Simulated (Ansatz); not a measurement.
Consider the redistribution: `Cl[SiH2][NH][GeH2][Cl]` + `C[SiH](F)N=C=O` → `Cl[SiH2][NH][GeH3]` + `C[Si](F)(Cl)N=C=O`.

Isolated molecules relaxed with PBE0-D4/def2-TZVP in Ansatz; ΔE leaves out vibrations. CBS: MP2 limit from def2 TZ/QZ plus the TZ coupled-cluster correction, frozen cores. DFT in def2-TZVPP. B3LYP here is the variant with VWN-RPA as its local correlation; programs differ in this. For Ge outer-core shells are correlated without core-valence functions, which leaves a few kJ/mol of doubt a bond. Scalar relativity is left out up to krypton. Each species was taken in one conformer, which may not be the lowest.

(1) Is it downhill or uphill in electronic energy at CCSD(T)/CBS, and by how much? (An estimate is asked.)

(2) What do these levels give: PBE0-D4, B3LYP-D4, ωB97X-V, ωB97M-V, B2PLYP, PBE0, HF/def2-TZVPP, CCSD/def2-TZVPP, CCSD(T)/def2-TZVPP, HF/def2-QZVPP, SCS-MP2/def2-QZVPP, MP2/CBS(def2)? (Estimate.)

Largest T1 diagnostic among the species: 0.014.

Answers

(1) The calculation gave: Downhill: ΔE = -0.26 eV.

(2) Computed: PBE0-D4 -0.26, B3LYP-D4 -0.24, ωB97X-V -0.24, ωB97M-V -0.27, B2PLYP -0.21, PBE0 -0.24, HF/def2-TZVPP -0.14, CCSD/def2-TZVPP -0.23, CCSD(T)/def2-TZVPP -0.24, HF/def2-QZVPP -0.14, SCS-MP2/def2-QZVPP -0.23, MP2/CBS(def2) -0.27 eV.

In def2-TZVPP, CCSD(T) changes the Hartree–Fock value by −0.10 eV (the triples alone add −0.01 eV) and MP2 by −0.11 eV. The D4 term adds −0.04 eV with B3LYP and −0.02 eV with PBE0; it sums over pairs of atoms, weighted by their polarisabilities, and B3LYP, whose exchange is more repulsive, gets the larger term.
